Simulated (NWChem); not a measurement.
## bromine (Br2) in NWChem

SMILES: BrBr
```xyz
2

Br     0.0000     0.0000     1.1492
Br     0.0000     0.0000    -1.1492
```
Charge 0, spin multiplicity 1.

All runs are NWChem calculations. The geometry was optimised at PBE0/def2-SVP, a minimum by its harmonic frequencies.

Symmetry labels belong to the abelian group D2h used in the runs, with the axes of the coordinates shown; states degenerate in a higher group split over its labels.

The Hamiltonian is non-relativistic. The correlated methods keep 18 core orbitals frozen.

Question: List the 8 singlet excitations that EOM-CCSD/def2-SVPD, 18 core orbitals frozen gives, with oscillator strengths.

Answer: 
```tsv
state	symmetry	energy (eV)	wavelength (nm)	f
1	b3u	3.05	406	0.001
2	b2u	3.05	406	0.001
3	b2g	5.18	239	0.000
4	b3g	5.18	239	0.000
5	b1u	8.32	149	0.640
6	b1g	8.81	141	0.000
7	ag	8.81	141	0.000
8	au	9.05	137	0.000
```
These are the lowest roots of each symmetry, so higher states are missing between them.
